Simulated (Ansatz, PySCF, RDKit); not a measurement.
Dimer: C2H2 (SMILES C#C) (first 4 atoms) with CH3Br (SMILES CBr); geometry from B3LYP-D3(BJ)/def2-TZVP.
(charge 0, multiplicity 1):
```json
[
 {"atom": "C", "x (Å)": "-0.0481", "y (Å)": "0.4930", "z (Å)": "0.1742"},
 {"atom": "C", "x (Å)": "-0.0073", "y (Å)": "-0.2667", "z (Å)": "-0.7506"},
 {"atom": "H", "x (Å)": "-0.0861", "y (Å)": "1.1527", "z (Å)": "1.0091"},
 {"atom": "H", "x (Å)": "0.0299", "y (Å)": "-0.9323", "z (Å)": "-1.5782"},
 {"atom": "C", "x (Å)": "-0.4002", "y (Å)": "-1.2031", "z (Å)": "3.3590"},
 {"atom": "Br", "x (Å)": "-0.3503", "y (Å)": "0.6766", "z (Å)": "3.9135"},
 {"atom": "H", "x (Å)": "-0.3032", "y (Å)": "-1.2260", "z (Å)": "2.2790"},
 {"atom": "H", "x (Å)": "-1.3518", "y (Å)": "-1.6105", "z (Å)": "3.6811"},
 {"atom": "H", "x (Å)": "0.4294", "y (Å)": "-1.7057", "z (Å)": "3.8433"}
]
```

Interaction energies are E(AB) − E(A) − E(B) at the monomers' geometry in the complex; basis-set methods are counterpoise corrected. RDKit's UFF carries no charges.

Run with Ansatz (Gaussian orbitals); PySCF for the dispersion terms; RDKit for the force fields. Values without a source in brackets are computed.

**Question.** One of these levels gives -102.2 meV for the interaction energy. Which?
A. UFF
B. BHLYP/def2-TZVPPD
C. BLYP-D3(BJ)/def2-TZVPPD

**Answer.** C, BLYP-D3(BJ)/def2-TZVPPD. The others give -9.3 (UFF), -51.1 (BHLYP/def2-TZVPPD)

Ansatz is a quantum-chemistry and plane-wave program.
